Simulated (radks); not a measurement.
Spin polarisation of the 6p1 shell in neutral thallium. Start: [Hg] 6p(up 0.5, down 0.5); electrons of 6p are moved from spin down to spin up, other shells keep equal spins. Method: non-relativistic Kohn-Sham, r2SCAN, spin-polarised, spherical densities, point nucleus; meta-GGA in the generalised Kohn-Sham scheme; computed with a radial shooting solver on a logarithmic mesh with Libxc functionals.

| moment (Bohr magnetons) | E - E(0) (eV) | e(6p up) (eV) | e(6p down) (eV) | 6s down minus up (eV) | 5d down minus up (eV) | 5p down minus up (eV) |
|---|---|---|---|---|---|---|
| 0 | 0.000 | -2.548 | -2.548 | 0.000 | 0.000 | 0.000 |
| 0.25 | -0.014 | -2.656 | -2.428 | 0.192 | 0.014 | 0.003 |
| 0.5 | -0.057 | -2.752 | -2.289 | 0.383 | 0.027 | 0.006 |
| 0.75 | -0.131 | -2.838 | -2.116 | 0.570 | 0.041 | 0.009 |
| 1 | -0.243 | -2.920 | -1.787 | 0.757 | 0.056 | 0.011 |

At moment 1 the spin-polarisation energy is -0.243 eV and the 6p exchange splitting 1.133 eV, that is 1.133 eV per Bohr magneton; E = -I m^2/4 would give I = 0.972 eV.
